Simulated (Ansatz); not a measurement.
Geometry optimisation of C₆H₁₂N₂O (relaxed from a model of 1-ethyl-3-methylimidazolium hydroxide, whose bonding it doesn't keep).

```yaml
crystal:
  periodic: [false, false, false]
  atoms:
    - {symbol: C, position_ang: [2.534620, 0.710760, 0.470970]}
    - {symbol: C, position_ang: [2.000720, -0.343910, -0.500640]}
    - {symbol: N, position_ang: [0.604740, -0.655240, -0.311200]}
    - {symbol: C, position_ang: [0.150700, -1.230500, 0.892560]}
    - {symbol: C, position_ang: [-1.048980, -0.742280, 1.205260]}
    - {symbol: N, position_ang: [-1.381990, 0.292780, 0.320820]}
    - {symbol: C, position_ang: [-2.743990, 0.656760, 0.041690]}
    - {symbol: C, position_ang: [-0.410660, 0.272360, -0.751780]}
    - {symbol: H, position_ang: [3.581650, 0.916420, 0.264860]}
    - {symbol: H, position_ang: [2.439790, 0.358210, 1.495430]}
    - {symbol: H, position_ang: [1.969140, 1.634520, 0.374680]}
    - {symbol: H, position_ang: [2.120820, -0.004410, -1.532980]}
    - {symbol: H, position_ang: [2.562680, -1.275080, -0.378930]}
    - {symbol: H, position_ang: [0.742240, -1.976610, 1.381730]}
    - {symbol: H, position_ang: [-1.708990, -0.995540, 2.010040]}
    - {symbol: H, position_ang: [-3.298500, -0.125340, -0.493540]}
    - {symbol: H, position_ang: [-2.742350, 1.556880, -0.571270]}
    - {symbol: H, position_ang: [-3.251310, 0.865550, 0.983190]}
    - {symbol: H, position_ang: [-0.035510, 1.288900, -0.956490]}
    - {symbol: O, position_ang: [-0.937870, -0.131560, -1.996270]}
    - {symbol: H, position_ang: [-1.146950, -1.072660, -1.948130]}
basis:
  gaussian: {orbitals: def2-SVP}
hamiltonian: {xc: pbe0, dispersion: d4}
scf: {lower_state_search: "off"}
output: {orbitals: {seedname: orbitals}}
relax: {f_tol: 0.02, max_steps: 100}
```

```sh
$ ansatz run in.yaml --threads 4 --pin off --events-out ev --progress --plain --max-ram 8704MiB
```

Output, abridged:

```
Functional definition: PBE0
mean field -11422.32600007 eV, -419.7627381721 hartree, gradient 4.0e-6 eV, S^2 0.000000; 0 other end points of the search recorded, 0 dependent functions left out
relax step   1: F+E_penalty+E_count = -11422.79109299 eV  Δ(F+E_penalty+E_count) = +0.000e0 eV  max|allowed force component| = 6.157e-1 eV/Å  Δτ_max = 0.0000 Å  (17 SCF iters, accepted)
mean field -11422.39507627 eV, -419.7652766756 hartree, gradient 2.0e-6 eV, S^2 0.000000; 0 other end points of the search recorded, 0 dependent functions left out
relax step   2: F+E_penalty+E_count = -11422.85795159 eV  Δ(F+E_penalty+E_count) = -6.686e-2 eV  max|allowed force component| = 2.694e-1 eV/Å  Δτ_max = 0.0606 Å  (20 SCF iters, accepted)
mean field -11422.40616836 eV, -419.7656843023 hartree, gradient 2.0e-6 eV, S^2 0.000000; 0 other end points of the search recorded, 0 dependent functions left out
relax step   3: F+E_penalty+E_count = -11422.86869796 eV  Δ(F+E_penalty+E_count) = -1.075e-2 eV  max|allowed force component| = 1.468e-1 eV/Å  Δτ_max = 0.0620 Å  (20 SCF iters, accepted)
mean field -11422.40989404 eV, -419.7658212185 hartree, gradient 1.5e-6 eV, S^2 0.000000; 0 other end points of the search recorded, 0 dependent functions left out
relax step   4: F+E_penalty+E_count = -11422.87132235 eV  Δ(F+E_penalty+E_count) = -2.624e-3 eV  max|allowed force component| = 2.883e-1 eV/Å  Δτ_max = 0.0902 Å  (20 SCF iters, accepted)
mean field -11422.41670296 eV, -419.7660714416 hartree, gradient 2.2e-6 eV, S^2 0.000000; 0 other end points of the search recorded, 0 dependent functions left out
relax step   5: F+E_penalty+E_count = -11422.87782666 eV  Δ(F+E_penalty+E_count) = -6.504e-3 eV  max|allowed force component| = 1.167e-1 eV/Å  Δτ_max = 0.0333 Å  (20 SCF iters, accepted)
mean field -11422.41980685 eV, -419.7661855073 hartree, gradient 1.1e-6 eV, S^2 0.000000; 0 other end points of the search recorded, 0 dependent functions left out
relax step   6: F+E_penalty+E_count = -11422.88013592 eV  Δ(F+E_penalty+E_count) = -2.309e-3 eV  max|allowed force component| = 9.908e-2 eV/Å  Δτ_max = 0.0526 Å  (20 SCF iters, accepted)
mean field -11422.42331779 eV, -419.7663145322 hartree, gradient 1.9e-6 eV, S^2 0.000000; 0 other end points of the search recorded, 0 dependent functions left out
relax step   7: F+E_penalty+E_count = -11422.88256081 eV  Δ(F+E_penalty+E_count) = -2.425e-3 eV  max|allowed force component| = 5.079e-2 eV/Å  Δτ_max = 0.0473 Å  (20 SCF iters, accepted)
mean field -11422.42493672 eV, -419.7663740268 hartree, gradient 1.9e-6 eV, S^2 0.000000; 0 other end points of the search recorded, 0 dependent functions left out
relax step   8: F+E_penalty+E_count = -11422.88339946 eV  Δ(F+E_penalty+E_count) = -8.386e-4 eV  max|allowed force component| = 6.490e-2 eV/Å  Δτ_max = 0.0441 Å  (20 SCF iters, accepted)
mean field -11422.42616777 eV, -419.7664192672 hartree, gradient 1.7e-6 eV, S^2 0.000000; 0 other end points of the search recorded, 0 dependent functions left out
relax step   9: F+E_penalty+E_count = -11422.88416519 eV  Δ(F+E_penalty+E_count) = -7.657e-4 eV  max|allowed force component| = 8.515e-2 eV/Å  Δτ_max = 0.0413 Å  (20 SCF iters, accepted)
mean field -11422.42433167 eV, -419.7663517915 hartree, gradient 1.1e-6 eV, S^2 0.000000; 0 other end points of the search recorded, 0 dependent functions left out
relax step  10: F+E_penalty+E_count = -11422.88049636 eV  Δ(F+E_penalty+E_count) = +3.669e-3 eV  max|allowed force component| = 4.310e-1 eV/Å  Δτ_max = 0.1490 Å  (19 SCF iters, rejected (line search))
mean field -11422.43027095 eV, -419.7665700562 hartree, gradient 1.3e-6 eV, S^2 0.000000; 0 other end points of the search recorded, 0 dependent functions left out
relax step  11: F+E_penalty+E_count = -11422.88796614 eV  Δ(F+E_penalty+E_count) = -3.801e-3 eV  max|allowed force component| = 1.014e-1 eV/Å  Δτ_max = 0.0745 Å  (20 SCF iters, accepted)
mean field -11422.43242140 eV, -419.7666490837 hartree, gradient 1.4e-6 eV, S^2 0.000000; 0 other end points of the search recorded, 0 dependent functions left out
relax step  12: F+E_penalty+E_count = -11422.88925717 eV  Δ(F+E_penalty+E_count) = -1.291e-3 eV  max|allowed force component| = 3.246e-1 eV/Å  Δτ_max = 0.0978 Å  (19 SCF iters, accepted)
mean field -11422.43768048 eV, -419.7668423515 hartree, gradient 2.4e-6 eV, S^2 0.000000; 0 other end points of the search recorded, 0 dependent functions left out
relax step  13: F+E_penalty+E_count = -11422.89476905 eV  Δ(F+E_penalty+E_count) = -5.512e-3 eV  max|allowed force component| = 2.854e-1 eV/Å  Δτ_max = 0.0701 Å  (19 SCF iters, accepted)
mean field -11422.46158360 eV, -419.7677207746 hartree, gradient 1.4e-6 eV, S^2 0.000000; 0 other end points of the search recorded, 0 dependent functions left out
relax step  14: F+E_penalty+E_count = -11422.92023351 eV  Δ(F+E_penalty+E_count) = -2.546e-2 eV  max|allowed force component| = 4.549e-1 eV/Å  Δτ_max = 0.2000 Å  (19 SCF iters, accepted)
mean field -11422.48029008 eV, -419.7684082253 hartree, gradient 2.5e-6 eV, S^2 0.000000; 0 other end points of the search recorded, 0 dependent functions left out
relax step  15: F+E_penalty+E_count = -11422.93965239 eV  Δ(F+E_penalty+E_count) = -1.942e-2 eV  max|allowed force component| = 7.707e-1 eV/Å  Δτ_max = 0.2000 Å  (18 SCF iters, accepted)
mean field -11422.49063727 eV, -419.7687884773 hartree, gradient 1.6e-6 eV, S^2 0.000000; 0 other end points of the search recorded, 0 dependent functions left out
relax step  16: F+E_penalty+E_count = -11422.95037958 eV  Δ(F+E_penalty+E_count) = -1.073e-2 eV  max|allowed force component| = 4.450e-1 eV/Å  Δτ_max = 0.1350 Å  (18 SCF iters, accepted)
mean field -11422.48849844 eV, -419.7687098768 hartree, gradient 1.2e-6 eV, S^2 0.000000; 0 other end points of the search recorded, 0 dependent functions left out
relax step  17: F+E_penalty+E_count = -11422.95132930 eV  Δ(F+E_penalty+E_count) = -9.497e-4 eV  max|allowed force component| = 2.016e-1 eV/Å  Δτ_max = 0.1659 Å  (19 SCF iters, accepted)
mean field -11422.48741133 eV, -419.7686699262 hartree, gradient 1.9e-6 eV, S^2 0.000000; 0 other end points of the search recorded, 0 dependent functions left out
relax step  18: F+E_penalty+E_count = -11422.94833194 eV  Δ(F+E_penalty+E_count) = +2.997e-3 eV  max|allowed force component| = 3.345e-1 eV/Å  Δτ_max = 0.2000 Å  (18 SCF iters, rejected (line search))
mean field -11422.50207715 eV, -419.7692088852 hartree, gradient 1.6e-6 eV, S^2 0.000000; 0 other end points of the search recorded, 0 dependent functions left out
relax step  19: F+E_penalty+E_count = -11422.96313788 eV  Δ(F+E_penalty+E_count) = -1.181e-2 eV  max|allowed force component| = 1.496e-1 eV/Å  Δτ_max = 0.1000 Å  (19 SCF iters, accepted)
mean field -11422.50951812 eV, -419.7694823359 hartree, gradient 1.8e-6 eV, S^2 0.000000; 0 other end points of the search recorded, 0 dependent functions left out
relax step  20: F+E_penalty+E_count = -11422.96992704 eV  Δ(F+E_penalty+E_count) = -6.789e-3 eV  max|allowed force component| = 1.009e-1 eV/Å  Δτ_max = 0.1000 Å  (19 SCF iters, accepted)
mean field -11422.51323327 eV, -419.7696188652 hartree, gradient 1.8e-6 eV, S^2 0.000000; 0 other end points of the search recorded, 0 dependent functions left out
relax step  21: F+E_penalty+E_count = -11422.97341151 eV  Δ(F+E_penalty+E_count) = -3.484e-3 eV  max|allowed force component| = 5.254e-2 eV/Å  Δτ_max = 0.0425 Å  (20 SCF iters, accepted)
mean field -11422.51376783 eV, -419.7696385099 hartree, gradient 1.7e-6 eV, S^2 0.000000; 0 other end points of the search recorded, 0 dependent functions left out
relax step  22: F+E_penalty+E_count = -11422.97396894 eV  Δ(F+E_penalty+E_count) = -5.574e-4 eV  max|allowed force component| = 2.730e-2 eV/Å  Δτ_max = 0.0171 Å  (20 SCF iters, accepted)
mean field -11422.51405914 eV, -419.7696492154 hartree, gradient 2.6e-6 eV, S^2 0.000000; 0 other end points of the search recorded, 0 dependent functions left out
relax step  23: F+E_penalty+E_count = -11422.97414394 eV  Δ(F+E_penalty+E_count) = -1.750e-4 eV  max|allowed force component| = 1.132e-2 eV/Å  Δτ_max = 0.0066 Å  (13 SCF iters, accepted)
Total energy: -11422.97417722 eV, -419.7865582427 hartree
Atom 0 at     2.464645     0.828870     0.282914 Å, force     0.000012    -0.003941    -0.002116 eV/Å
Atom 1 at     1.952343    -0.393642    -0.468763 Å, force    -0.003790    -0.004802    -0.001751 eV/Å
Atom 2 at     0.579798    -0.747454    -0.193107 Å, force    -0.002106     0.009190     0.011322 eV/Å
Atom 3 at     0.162251    -1.170148     1.074837 Å, force     0.005318     0.002126    -0.008765 eV/Å
Atom 4 at    -1.134186    -0.857222     1.238255 Å, force     0.001132    -0.007257    -0.000331 eV/Å
Atom 5 at    -1.601538    -0.225354     0.079221 Å, force    -0.002988     0.008216     0.000753 eV/Å
Atom 6 at    -2.658354     0.744736     0.112738 Å, force     0.001308    -0.005284     0.000299 eV/Å
Atom 7 at    -0.471239     0.053698    -0.776952 Å, force     0.006713    -0.004715     0.001745 eV/Å
Atom 8 at     3.516766     1.029971     0.029912 Å, force     0.002462     0.001108    -0.001426 eV/Å
Atom 9 at     2.396041     0.679054     1.371446 Å, force     0.000639    -0.000192     0.002172 eV/Å
Atom 10 at     1.884121     1.730383     0.033002 Å, force    -0.001999     0.003478    -0.000295 eV/Å
Atom 11 at     2.033359    -0.241587    -1.556897 Å, force    -0.001175     0.001239     0.001687 eV/Å
Atom 12 at     2.582232    -1.268977    -0.237325 Å, force    -0.000083    -0.001978    -0.000071 eV/Å
Atom 13 at     0.808070    -1.778801     1.705183 Å, force    -0.002150     0.000003     0.001432 eV/Å
Atom 14 at    -1.816881    -1.145037     2.035499 Å, force    -0.000997     0.000792     0.001067 eV/Å
Atom 15 at    -2.999899     0.944802    -0.913236 Å, force    -0.001278     0.002279     0.002044 eV/Å
Atom 16 at    -2.350230     1.708043     0.571501 Å, force    -0.001845    -0.000592    -0.000162 eV/Å
Atom 17 at    -3.513624     0.350975     0.681320 Å, force     0.001529     0.000123    -0.002810 eV/Å
Atom 18 at    -0.223098     1.144072    -0.782467 Å, force    -0.000803     0.001234    -0.001988 eV/Å
Atom 19 at    -0.700326    -0.221433    -2.121331 Å, force     0.000007    -0.003644    -0.003237 eV/Å
Atom 20 at    -0.910251    -1.164939    -2.165752 Å, force     0.000093     0.002620     0.000431 eV/Å
Dipole moment:     0.039842    -0.040105     0.233950 e Å
Checks for a lower state left out: stability, starts, cluster_reference, orbital_swaps, neighbouring_geometries, increment
```

Run time 1.9 min (4 threads of Intel Xeon Platinum 8259CL on a shared host), peak host memory 0.64 GiB.
